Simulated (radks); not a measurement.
Question: The table gives one normalised radial function P(r) = r R(r) (large component) of Te+ in [Kr] 4d10 5s2 5p3 (r in bohr). Method: Dirac Kohn-Sham, PBE, spin-unpolarised, spherical densities, point nucleus; open shells fill j = l - 1/2 first; computed with a radial shooting solver on a logarithmic mesh with Libxc functionals.

r           P
0.003048   0.0041
0.004695   0.0077
0.007232   0.0147
0.01105    0.0276
0.01702    0.0509
0.02622    0.0871
0.04039    0.1293
0.06221    0.1459
0.09583    0.0770
0.1476    -0.0976
0.2274    -0.2186
0.3502    -0.0298
0.5394     0.3076
0.8309     0.1899
1.27      -0.3740
1.956     -0.7232
3.013     -0.5350
4.64      -0.1806
7.148     -0.0225

Which n and l does it have? It may be an empty orbital.

Answer: n = 5, l = 1: the number of nodes gives n - l - 1 = 3, the rise at small r points to l (for j = l - 1/2 the large component starts as r^gamma with gamma = sqrt(l^2 - (Z/c)^2) = 0.93 and the r^(l+1) term takes over further out; the orbital of l - 1 with the same j starts with the same power, but with a larger coefficient, and does not steepen), and the extent must fit the shell. The curve is that of 5p1/2; the two j differ most near the nucleus, where j = l - 1/2 has the larger amplitude, and in heavy atoms j = l - 1/2 is also the more compact. 5p1/2: eigenvalue -14.175 eV, 3 radial nodes at r = 0.118, 0.363, 0.973 bohr, <r> = 2.42 bohr, 90 % of the charge inside 3.60 bohr.
